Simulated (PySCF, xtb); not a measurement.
## Two conformers of BF2HS

We compare a, `FBSF`, a singlet, with b, `FBSF`, a singlet. Both are isolated molecules in the gas phase, relaxed with PBE0-D4/def2-SVP.

a (Å):

```xyz
5

B    -0.2666    0.5960   -0.7404
F    -0.5696    1.7139   -0.1194
F     0.7973   -0.2261    1.5714
S     0.5708   -0.7648    0.0439
H    -0.5351    0.4024   -1.9020
```

b (Å):

```yaml
atoms:
  - { symbol: B, position_ang: [-0.4821, -0.1287, 0.7060] }
  - { symbol: F, position_ang: [-0.1124, 0.8261, 1.5416] }
  - { symbol: F, position_ang: [-0.0891, -1.9813, -1.0994] }
  - { symbol: S, position_ang: [0.8149, -0.9191, -0.2453] }
  - { symbol: H, position_ang: [-1.6311, -0.4626, 0.5781] }
```

Energies in hartree; the thermal terms are from GFN2-xTB frequencies at re-optimised GFN2-xTB minima (ideal gas, soft modes damped towards free rotors, one conformer each, 298.15 K, 1 atm) and include the zero-point energy:

```
                              a           b
E, CCSD(T)/def2-SVP  −622.018767  −622.018156
    E, MP2/def2-SVP  −621.978820  −621.978029
  E, MP2/def2-TZVPP  −622.593875  −622.592803
  zero-point energy     0.017831     0.017794
       H(298 K) − E     0.023452     0.023428
       G(298 K) − E    −0.010099    −0.010034
```

Q: Correct the CCSD(T) difference for the basis set by the MP2 change, then work out ΔE, ΔE₀, ΔH and ΔG for a → b in kJ/mol (1 Eh = 2625.50 kJ/mol) and the equilibrium ratio [b]/[a].

A: 1. Differences b − a: CCSD(T) +0.000611, MP2 in the small set +0.000791, MP2 in the large set +0.001072 Eh.
2. ΔE = +0.000611 + (+0.001072 − (+0.000791)) = +0.000892 Eh = +2.34 kJ/mol.
3. ΔE₀ = ΔE + ΔZPE = +0.000892 + (−0.000037) Eh = +2.24 kJ/mol.
4. ΔH = ΔE + (−0.000024) Eh = +2.28 kJ/mol.
5. ΔG = ΔE + (+0.000065) Eh = +2.51 kJ/mol, so ΔS = (ΔH − ΔG)/T = −0.8 J/(mol K).
6. kT = 0.9442 mEh, so K = [b]/[a] = exp(−ΔG/kT) = exp(−1.01) ≈ 0.36.

The two are too close for this level to say which is favoured. An error of 4 kJ/mol in ΔG would change K by a factor of 5. Mirror images and further conformers aren't counted.

Other levels gave ΔE = +2.8 (PBE0-D4/def2-SVP); −1.0 (HF/def2-SVP); +2.1 (MP2/def2-SVP); +1.6 (CCSD(T)/def2-SVP) kJ/mol. The correlated steps freeze 8 core orbitals. Programs: PySCF 2.14.0, xtb 6.7.1.
